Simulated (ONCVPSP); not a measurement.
**Varying the ONCV potential for helium**

Base potential:

helium, optimised norm-conserving Vanderbilt (ONCV), made with ONCVPSP 4.0.1 (PBE, scalar-relativistic). Core none, reference 1s1 (charge +1). Waves: 1s: rc 0.45 bohr, ncon 3, nbas 7, qcut 17.1 1/bohr, 2 projectors, debl 2.8 Ha; p scattering state at 0.38 Ha: rc 0.45 bohr, ncon 5, nbas 9, qcut 15.1 1/bohr, 1 projector. Local part: polynomial inside 0.30 bohr (lpopt 5, dvloc0 0 Ha). Core correction: none.

Cutoffs, loose and tight: the cutoffs (Ha) at which the residual kinetic energy of the hardest occupied pseudo-wave falls to 1 and 0.1 mHa per electron. They do not see the model core or the augmentation charge, which bear on the density cutoff. Test errors are all-electron minus pseudo excitation energies from the reference, over the configurations 1s2; 1s1.5. A dash means not determined; rows that change the core or the reference have their own tests.

```tsv
change	outcome	cutoff, loose	cutoff, tight	bound ghosts	GHOST(+) flags above zero	largest test error (meV)
base	generated	103 Ha	139 Ha	none	none	+5.1
all radii scaled by about 1.11 (s 0.50, p 0.50 bohr); local potential polynomial inside 0.34 bohr (lpopt 5, dvloc0 0 Ha)	generated	95 Ha	125 Ha	none	none	+5.7
all radii scaled by about 1.29 (s 0.58, p 0.58 bohr); local potential polynomial inside 0.38 bohr (lpopt 5, dvloc0 0 Ha)	generated	85 Ha	111 Ha	none	none	+7.4
```

**Question.** What comes out with this change to the base: all radii scaled by about 0.76 (s 0.34, p 0.34 bohr); local potential polynomial inside 0.24 bohr (lpopt 5, dvloc0 0 Ha)?

**Answer.** outcome: generated; cutoff, loose: 135 Ha; cutoff, tight: 670 Ha; bound ghosts: none; GHOST(+) flags above zero: none; largest test error (meV): +4.8.

**Question.** What comes out with this change to the base: all radii scaled by about 0.89 (s 0.40, p 0.40 bohr); local potential polynomial inside 0.26 bohr (lpopt 5, dvloc0 0 Ha)?

**Answer.** outcome: generated; cutoff, loose: 114 Ha; cutoff, tight: 225 Ha; bound ghosts: none; GHOST(+) flags above zero: none; largest test error (meV): +4.8.

**Question.** What comes out with this change to the base: all radii scaled by about 1.24 (s 0.56, p 0.56 bohr); local potential polynomial inside 0.38 bohr (lpopt 5, dvloc0 0 Ha)?

**Answer.** outcome: generated; cutoff, loose: 87 Ha; cutoff, tight: 114 Ha; bound ghosts: none; GHOST(+) flags above zero: none; largest test error (meV): +6.9.

Reading the sweep of the scale of all radii (base = 1) (base included, trends over the rows without a ghost): The loose cutoff falls from 135 Ha at 0.76 to 85 Ha at 1.29. A larger radius leaves more room for a smooth pseudo-wave, so fewer plane waves are needed; a smaller one forces it to follow the all-electron wave where it bends sharply. The median size of the test errors (rows with all tests solved) rises from 3.7 meV at 0.76 to 5.2 meV at 1.29, with one reversal. More of the atom is replaced by a form fitted at one configuration, so other configurations suffer as the radius grows.
